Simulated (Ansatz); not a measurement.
Molecular dynamics of C₂H₈OSi

The input (input.yaml):

```yaml
crystal:
  periodic: [false, false, false]
  atoms:
    - { symbol: Si, position_ang: [0.12507, 0.054323, -0.060917] }
    - { symbol: C, position_ang: [-0.102463, -0.077916, 1.821639] }
    - { symbol: H, position_ang: [-1.147862, -0.259314, 2.091002] }
    - { symbol: H, position_ang: [0.497052, -0.909612, 2.208605] }
    - { symbol: H, position_ang: [0.226201, 0.842132, 2.314179] }
    - { symbol: H, position_ang: [1.556353, 0.327463, -0.40834] }
    - { symbol: O, position_ang: [-0.747293, 1.385137, -0.755013] }
    - { symbol: C, position_ang: [-2.177178, 1.420537, -0.87364] }
    - { symbol: H, position_ang: [-2.666564, 1.484388, 0.107877] }
    - { symbol: H, position_ang: [-2.432871, 2.312655, -1.448486] }
    - { symbol: H, position_ang: [-2.56466, 0.537823, -1.402003] }
    - { symbol: H, position_ang: [-0.337485, -1.230715, -0.714003] }
basis:
  gaussian: { orbitals: "6-31G" }
hamiltonian:
  xc: pbe0
md:
  timestep: 0.5
  n_steps: 100
  ensemble: nve_milne
  temperature: 300.0
  initial_velocities: maxwell_boltzmann
  seed: 137402
```

Command:

```bash
$ ansatz run input.yaml --threads 1 --pin off --max-ram 2048MiB --backend cpu --events-out ev --progress --plain --runs-dir out
```

It starts from a relaxed structure.

Output, in part (one step line in 2, the closing report, with atoms numbered from 0):

```
md step     0: t =     0.00 fs  T =   300.0 K  F+E_penalty+E_count = -12118.76314514 eV  E_kin = 0.387780 eV  conserved = -12118.37536514 eV  (25 SCF iters)
md step     2: t =     1.00 fs  T =   265.1 K  F+E_penalty+E_count = -12118.71804939 eV  E_kin = 0.342643 eV  conserved = -12118.37540663 eV  (28 SCF iters)
md step     4: t =     2.00 fs  T =   198.0 K  F+E_penalty+E_count = -12118.63136337 eV  E_kin = 0.255949 eV  conserved = -12118.37541479 eV  (28 SCF iters)
md step     6: t =     3.00 fs  T =   155.0 K  F+E_penalty+E_count = -12118.57573553 eV  E_kin = 0.200316 eV  conserved = -12118.37541986 eV  (22 SCF iters)
md step     8: t =     4.00 fs  T =   156.8 K  F+E_penalty+E_count = -12118.57814913 eV  E_kin = 0.202724 eV  conserved = -12118.37542497 eV  (23 SCF iters)
md step    10: t =     5.00 fs  T =   178.4 K  F+E_penalty+E_count = -12118.60603052 eV  E_kin = 0.230602 eV  conserved = -12118.37542843 eV  (29 SCF iters)
md step    12: t =     6.00 fs  T =   174.8 K  F+E_penalty+E_count = -12118.60136247 eV  E_kin = 0.225965 eV  conserved = -12118.37539760 eV  (29 SCF iters)
md step    14: t =     7.00 fs  T =   130.5 K  F+E_penalty+E_count = -12118.54413156 eV  E_kin = 0.168679 eV  conserved = -12118.37545249 eV  (30 SCF iters)
md step    16: t =     8.00 fs  T =    92.6 K  F+E_penalty+E_count = -12118.49521221 eV  E_kin = 0.119750 eV  conserved = -12118.37546260 eV  (23 SCF iters)
md step    18: t =     9.00 fs  T =   118.5 K  F+E_penalty+E_count = -12118.52864512 eV  E_kin = 0.153173 eV  conserved = -12118.37547254 eV  (26 SCF iters)
md step    20: t =    10.00 fs  T =   182.0 K  F+E_penalty+E_count = -12118.61065519 eV  E_kin = 0.235231 eV  conserved = -12118.37542455 eV  (29 SCF iters)
md step    22: t =    11.00 fs  T =   208.5 K  F+E_penalty+E_count = -12118.64493172 eV  E_kin = 0.269530 eV  conserved = -12118.37540142 eV  (28 SCF iters)
md step    24: t =    12.00 fs  T =   180.9 K  F+E_penalty+E_count = -12118.60931754 eV  E_kin = 0.233886 eV  conserved = -12118.37543145 eV  (28 SCF iters)
md step    26: t =    13.00 fs  T =   142.6 K  F+E_penalty+E_count = -12118.55970612 eV  E_kin = 0.184290 eV  conserved = -12118.37541656 eV  (23 SCF iters)
md step    28: t =    14.00 fs  T =   134.3 K  F+E_penalty+E_count = -12118.54906685 eV  E_kin = 0.173640 eV  conserved = -12118.37542673 eV  (23 SCF iters)
md step    30: t =    15.00 fs  T =   159.5 K  F+E_penalty+E_count = -12118.58159619 eV  E_kin = 0.206201 eV  conserved = -12118.37539568 eV  (22 SCF iters)
md step    32: t =    16.00 fs  T =   188.8 K  F+E_penalty+E_count = -12118.61952882 eV  E_kin = 0.244101 eV  conserved = -12118.37542790 eV  (28 SCF iters)
md step    34: t =    17.00 fs  T =   187.4 K  F+E_penalty+E_count = -12118.61767938 eV  E_kin = 0.242240 eV  conserved = -12118.37543987 eV  (28 SCF iters)
md step    36: t =    18.00 fs  T =   151.2 K  F+E_penalty+E_count = -12118.57087256 eV  E_kin = 0.195438 eV  conserved = -12118.37543407 eV  (28 SCF iters)
md step    38: t =    19.00 fs  T =   125.2 K  F+E_penalty+E_count = -12118.53734289 eV  E_kin = 0.161876 eV  conserved = -12118.37546651 eV  (26 SCF iters)
md step    40: t =    20.00 fs  T =   153.3 K  F+E_penalty+E_count = -12118.57362886 eV  E_kin = 0.198184 eV  conserved = -12118.37544491 eV  (21 SCF iters)
md step    42: t =    21.00 fs  T =   204.8 K  F+E_penalty+E_count = -12118.64022047 eV  E_kin = 0.264761 eV  conserved = -12118.37545899 eV  (28 SCF iters)
md step    44: t =    22.00 fs  T =   216.1 K  F+E_penalty+E_count = -12118.65476061 eV  E_kin = 0.279353 eV  conserved = -12118.37540798 eV  (28 SCF iters)
md step    46: t =    23.00 fs  T =   181.3 K  F+E_penalty+E_count = -12118.60971351 eV  E_kin = 0.234307 eV  conserved = -12118.37540666 eV  (28 SCF iters)
md step    48: t =    24.00 fs  T =   143.5 K  F+E_penalty+E_count = -12118.56086651 eV  E_kin = 0.185442 eV  conserved = -12118.37542460 eV  (24 SCF iters)
md step    50: t =    25.00 fs  T =   135.3 K  F+E_penalty+E_count = -12118.55025749 eV  E_kin = 0.174842 eV  conserved = -12118.37541542 eV  (23 SCF iters)
md step    52: t =    26.00 fs  T =   152.9 K  F+E_penalty+E_count = -12118.57312821 eV  E_kin = 0.197692 eV  conserved = -12118.37543603 eV  (28 SCF iters)
md step    54: t =    27.00 fs  T =   168.1 K  F+E_penalty+E_count = -12118.59275066 eV  E_kin = 0.217349 eV  conserved = -12118.37540189 eV  (28 SCF iters)
md step    56: t =    28.00 fs  T =   155.8 K  F+E_penalty+E_count = -12118.57685024 eV  E_kin = 0.201417 eV  conserved = -12118.37543312 eV  (28 SCF iters)
md step    58: t =    29.00 fs  T =   122.8 K  F+E_penalty+E_count = -12118.53423035 eV  E_kin = 0.158779 eV  conserved = -12118.37545098 eV  (25 SCF iters)
md step    60: t =    30.00 fs  T =   107.4 K  F+E_penalty+E_count = -12118.51434020 eV  E_kin = 0.138870 eV  conserved = -12118.37547020 eV  (23 SCF iters)
md step    62: t =    31.00 fs  T =   133.8 K  F+E_penalty+E_count = -12118.54836731 eV  E_kin = 0.172909 eV  conserved = -12118.37545797 eV  (23 SCF iters)
md step    64: t =    32.00 fs  T =   171.0 K  F+E_penalty+E_count = -12118.59642414 eV  E_kin = 0.221016 eV  conserved = -12118.37540799 eV  (28 SCF iters)
md step    66: t =    33.00 fs  T =   176.1 K  F+E_penalty+E_count = -12118.60308392 eV  E_kin = 0.227650 eV  conserved = -12118.37543429 eV  (28 SCF iters)
md step    68: t =    34.00 fs  T =   154.0 K  F+E_penalty+E_count = -12118.57442155 eV  E_kin = 0.199002 eV  conserved = -12118.37541913 eV  (28 SCF iters)
md step    70: t =    35.00 fs  T =   135.5 K  F+E_penalty+E_count = -12118.55061562 eV  E_kin = 0.175189 eV  conserved = -12118.37542668 eV  (24 SCF iters)
md step    72: t =    36.00 fs  T =   136.1 K  F+E_penalty+E_count = -12118.55128800 eV  E_kin = 0.175885 eV  conserved = -12118.37540269 eV  (22 SCF iters)
md step    74: t =    37.00 fs  T =   148.5 K  F+E_penalty+E_count = -12118.56731635 eV  E_kin = 0.191904 eV  conserved = -12118.37541238 eV  (28 SCF iters)
md step    76: t =    38.00 fs  T =   156.7 K  F+E_penalty+E_count = -12118.57803506 eV  E_kin = 0.202592 eV  conserved = -12118.37544314 eV  (29 SCF iters)
md step    78: t =    39.00 fs  T =   149.5 K  F+E_penalty+E_count = -12118.56866204 eV  E_kin = 0.193245 eV  conserved = -12118.37541663 eV  (26 SCF iters)
md step    80: t =    40.00 fs  T =   128.4 K  F+E_penalty+E_count = -12118.54135211 eV  E_kin = 0.165906 eV  conserved = -12118.37544601 eV  (29 SCF iters)
md step    82: t =    41.00 fs  T =   111.9 K  F+E_penalty+E_count = -12118.52006211 eV  E_kin = 0.144621 eV  conserved = -12118.37544068 eV  (22 SCF iters)
md step    84: t =    42.00 fs  T =   120.8 K  F+E_penalty+E_count = -12118.53159773 eV  E_kin = 0.156136 eV  conserved = -12118.37546176 eV  (22 SCF iters)
md step    86: t =    43.00 fs  T =   142.1 K  F+E_penalty+E_count = -12118.55913904 eV  E_kin = 0.183700 eV  conserved = -12118.37543925 eV  (28 SCF iters)
md step    88: t =    44.00 fs  T =   146.8 K  F+E_penalty+E_count = -12118.56513911 eV  E_kin = 0.189734 eV  conserved = -12118.37540501 eV  (28 SCF iters)
md step    90: t =    45.00 fs  T =   136.2 K  F+E_penalty+E_count = -12118.55147733 eV  E_kin = 0.176053 eV  conserved = -12118.37542438 eV  (28 SCF iters)
md step    92: t =    46.00 fs  T =   129.5 K  F+E_penalty+E_count = -12118.54281405 eV  E_kin = 0.167404 eV  conserved = -12118.37540988 eV  (28 SCF iters)
md step    94: t =    47.00 fs  T =   134.7 K  F+E_penalty+E_count = -12118.54951155 eV  E_kin = 0.174077 eV  conserved = -12118.37543451 eV  (24 SCF iters)
md step    96: t =    48.00 fs  T =   147.3 K  F+E_penalty+E_count = -12118.56585658 eV  E_kin = 0.190446 eV  conserved = -12118.37541050 eV  (28 SCF iters)
md step    98: t =    49.00 fs  T =   160.7 K  F+E_penalty+E_count = -12118.58307343 eV  E_kin = 0.207656 eV  conserved = -12118.37541695 eV  (26 SCF iters)
md step   100: t =    50.00 fs  T =   169.2 K  F+E_penalty+E_count = -12118.59411989 eV  E_kin = 0.218682 eV  conserved = -12118.37543792 eV  (26 SCF iters)
Total energy: -12118.59414187 eV, -445.3501204357 hartree
Atom 0 at     0.162658     0.090220    -0.073714 Å, force     0.434994    -0.354441     0.181555 eV/Å
Atom 1 at    -0.215796    -0.081671     1.811489 Å, force    -1.438681    -1.940920    -1.054054 eV/Å
Atom 2 at    -1.308823    -0.033396     2.058612 Å, force     0.851473     0.313060    -0.245360 eV/Å
Atom 3 at     0.071359    -1.122794     2.097631 Å, force     0.126265     0.695236    -0.028687 eV/Å
Atom 4 at     0.346798     0.632896     2.345114 Å, force     0.598445     0.912220     0.927561 eV/Å
Atom 5 at     1.623547     0.403499    -0.272105 Å, force    -0.144042     0.182048     0.068176 eV/Å
Atom 6 at    -0.721499     1.357002    -0.867819 Å, force    -0.803051    -0.135822     0.296092 eV/Å
Atom 7 at    -2.173724     1.393358    -0.727384 Å, force    -0.100782    -0.199112    -0.493477 eV/Å
Atom 8 at    -2.500320     1.794065     0.236921 Å, force     0.224720     0.040109     0.159078 eV/Å
Atom 9 at    -2.532985     2.061878    -1.511393 Å, force    -0.023188     0.024298    -0.003679 eV/Å
Atom 10 at    -2.682858     0.408007    -0.868403 Å, force     0.531343     0.378199     0.016671 eV/Å
Atom 11 at    -0.033957    -1.224341    -0.812331 Å, force    -0.257498     0.085125     0.176124 eV/Å
Dipole moment:    -0.273740    -0.223204     0.342830 e Å
```

All steps were run. The conserved energy stayed within 0.031 meV per atom of its start (net change -0.0061 meV per atom), so the integration is sound. A run of 0.05 ps of so small a system gives no equilibrium averages. Limits of this set-up: no polarisation functions.

The same pairs are bonded in the first frame and the last. Pairs count as bonded within 1.25 times the sum of covalent radii (0.12 Å more for H–H).

Last frame:

```xyz
12
Properties=species:S:1:pos:R:3
Si 0.163 0.090 -0.074
C -0.216 -0.082 1.812
H -1.309 -0.033 2.059
H 0.071 -1.123 2.098
H 0.347 0.633 2.345
H 1.623 0.404 -0.272
O -0.722 1.357 -0.868
C -2.174 1.393 -0.727
H -2.500 1.794 0.237
H -2.533 2.062 -1.511
H -2.683 0.408 -0.868
H -0.034 -1.224 -0.812
```

The run took 5 min on 1 thread of Arm Neoverse V1, on a shared host, peak memory 0.12 GiB.
